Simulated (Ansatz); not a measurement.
GaF3. Total charge 0; singlet. Geometry PBE-D4/def2-TZVP; atoms count from 1.

```xyz
4

Ga    0.0000   -0.0002   -0.0001
F    -0.1177   -0.4667    1.6784
F     0.5942   -1.1382   -1.1835
F    -0.4764    1.6051   -0.4948
```

The structure comes from a short search, and lower isomers may exist.

Estimate the Mulliken populations from the PBE0/def2-TZVP orbitals of Ansatz.


```csv
atom,charge (e)
Ga1,1.02
F2,-0.34
F3,-0.34
F4,-0.34
```
Mulliken values and Mayer orders depend strongly on the basis.

And the Mayer bond orders between bonded heavy atoms (over 0.3)?

Ga1–F2 1.05 (1.75 Å); Ga1–F3 1.05 (1.75 Å); Ga1–F4 1.05 (1.75 Å).
